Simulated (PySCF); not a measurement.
**Property card for `C#CC(=C=CC(=O)O)C=O`**

Compound: C₇H₄O₃.
Structure used (GFN2-xTB), in Å, numbered top down from 1:
```xyz
14
C7H4O3 angstrom
C      2.5775    1.8544    0.6941
C      1.8787    0.9553    0.3166
C      1.0959   -0.1443   -0.1170
C     -0.1024    0.0102   -0.6336
C     -1.3079    0.0870   -1.1051
C     -2.5125    0.0307   -0.2417
O     -3.6381    0.1128   -0.6533
O     -2.2109   -0.1194    1.0523
C      1.6945   -1.4942    0.0296
O      1.1925   -2.5250   -0.3215
H      3.1771    2.6503    1.0220
H     -1.5105    0.2026   -2.1604
H     -3.0228   -0.1643    1.5819
H      2.6882   -1.4565    0.5137
```

Among its groups: carboxylic acid, aldehyde, alkyne and allene or cumulene.

**GFN2-xTB geometry**

```yaml
Point_group_of_the_GFN2-xTB_geometry: C1
Rotational_constants_A_B_C_of_the_GFN2-xTB_geometry: 2.073, 0.770, 0.634 GHz
```

From CAM-B3LYP/def2-SVPD ground state and vertical TDDFT (core frozen in the response) (PySCF):

```yaml
Dipole_moment: 3.37 D
HOMO_energy: -9.07 eV
LUMO_energy: -1.49 eV
HOMO–LUMO_gap: 7.58 eV
Lowest_singlet_excitation: 3.78 eV (328 nm, f = 0.000)
Strongest_line_among_the_8_lowest_singlet_transitions: S3 at 4.96 eV (250 nm, f = 0.262)
Lowest_triplet_excitation_Tamm–Dancoff: 3.13 eV
Static_isotropic_polarisability: 98.9 au
Electronic_spatial_extent_⟨r²⟩_about_the_centre_of_nuclear_charge: 1728 bohr²
```

From PBE0/pcSseg-1 ground state and GIAO shieldings, non-relativistic (PySCF):

```yaml
Lowest_Hirshfeld_atomic_charge: -0.26 e on O7
Highest_Hirshfeld_atomic_charge: +0.21 e on C6
13C_chemical_shifts_computed_TMS_as_zero_by_class: 247.6 (C4), 192.1 (C9), 166.4 (C6), 98.1 (C5), 97.5 (C3), 95.5 (C1), 78.6 (C2) ppm
1H_chemical_shifts_computed_TMS_as_zero_by_class: 9.69 (H14), 6.31 (H12), 6.28 (H13), 3.02 (H11) ppm
Isotropic_shieldings_of_nuclei_other_than_C_and_H_by_class: -358 (O10), -132 (O7), 127 (O8) ppm
Mayer_bond_orders_between_heavy_atoms: C1–C2 2.38, C2–C3 0.99, C3–C4 1.66, C4–C5 1.78, C5–C6 1.03, C6–O7 1.93, C6–O8 1.16, C3–C9 1.02, C9–O10 2.06
```

From B3LYP/pcJ-1 indirect spin-spin coupling, non-relativistic, gas phase; spin–dipole term left out (PySCF):

```yaml
Largest_of_the_computed_one-bond_spin–spin_couplings_means_over_like_bonds: 13C–1H +270.2 (C1–H11), 13C–1H +193.6 (C9–H14), 13C–1H +187.4 (C5–H12), 17O–1H -81.3 (O8–H13) Hz
```

Monoisotopic mass from the formula: 136.0160 u.

No computed singlet falls in the visible range (750 to 380 nm, 1.65 to 3.26 eV); S1 lies 0.52 eV above its blue end. S1 lies 3.80 eV below the HOMO–LUMO gap; its leading configuration is HOMO−1→LUMO, weight 0.86. The rotational constants make it an asymmetric top with κ = (2B − A − C)/(A − C) = -0.81, nearer the prolate limit (−1). With B = h/(8π²I), that is 505.379 GHz u Å² over I, the principal moments of inertia are 243.8, 656.7 and 797.5 u Å² (most abundant isotopes). The polarisability is 14.66 Å³ as a volume (1 au = 0.148185 Å³), or 1.41 au for each of the 70 electrons.

One conformer stands for the species.
